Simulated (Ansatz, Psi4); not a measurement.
Interaction energy of HF ··· CH3Br (SMILES F and CBr). Monomers: optimised at B3LYP-D3(BJ) (def2-TZVP), held rigid. Orientation: lowest of the rigid-body minima from ten starts at GFN2-xTB. Only R, the distance of the centres of mass, is varied, so the lowest point isn't the relaxed dimer.

PBE-D3(BJ)/def2-TZVP, counterpoise-corrected (Psi4); PBE/def2-TZVP, counterpoise-corrected (Psi4); CCSD(T)/aug-cc-pVTZ = CCSD(T) on RHF/aug-cc-pVTZ, cores with 3d frozen, counterpoise-corrected (Ansatz, an electronic-structure program).

Interaction energies in kJ/mol:

```tsv
R / Å	PBE-D3(BJ)/def2-TZVP	PBE/def2-TZVP
2.45	38.61	42.25
2.76	-8.26	-4.94
2.87	-14.26	-11.07
3.12	-18.86	-16.01
3.39	-17.50	-15.07
3.58	-15.34	-13.20
3.83	-12.35	-10.60
4.07	-9.80	-8.40
4.68	-5.28	-4.55
5.38	-2.71	-2.37
6.24	-1.39	-1.25
7.64	-0.62	-0.58
```

What does CCSD(T)/aug-cc-pVTZ give at the same points?

2.45: 50.41; 2.76: -1.89; 2.87: -8.97; 3.12: -15.10; 3.39: -14.67; 3.58: -12.96; 3.83: -10.45; 4.07: -8.30; 4.68: -4.60; 5.38: -2.52; 6.24: -1.35; 7.64: -0.60 (kJ/mol).
